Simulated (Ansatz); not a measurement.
The cluster Cu2I. Charge 0, multiplicity 2. Geometry r2SCAN-D4/def2-TZVP; atoms count from 1.

```xyz
3

Cu    0.122   -1.609   -1.668
Cu   -0.665    1.416    1.715
I     0.543    0.193   -0.047
```

In the def2 sets I takes a core potential; there is no spin–orbit coupling. No other spin state of charge 0 was run. Another isomer (doublet) lies 0.58 eV lower at PBE0-D4/def2-TZVP; other spin states weren't run for this one.

Estimate the Mulliken populations from the PBE0/def2-TZVP orbitals of Ansatz.


```tsv
atom	charge (e)	spin (α − β)	d electrons
Cu1	0.08	0.51	9.94
Cu2	0.08	0.51	9.94
I3	-0.16	-0.03	–
```
Mulliken values and Mayer orders depend strongly on the basis.

Where does the spin sit?

Summed by element: Cu 1.03, I -0.03, of 1 unpaired in all. Largest on single atoms: Cu1 0.51, Cu2 0.51, I3 -0.03.

And the Mayer bond orders between bonded heavy atoms (over 0.3)?

Cu1–I3 0.71 (2.46 Å); Cu2–I3 0.71 (2.46 Å). Values over 0.3 also appear between atoms too far apart for a bond (Cu1–Cu2 0.38 at 4.61 Å); they arise where an orbital or an unpaired electron spreads over both atoms.
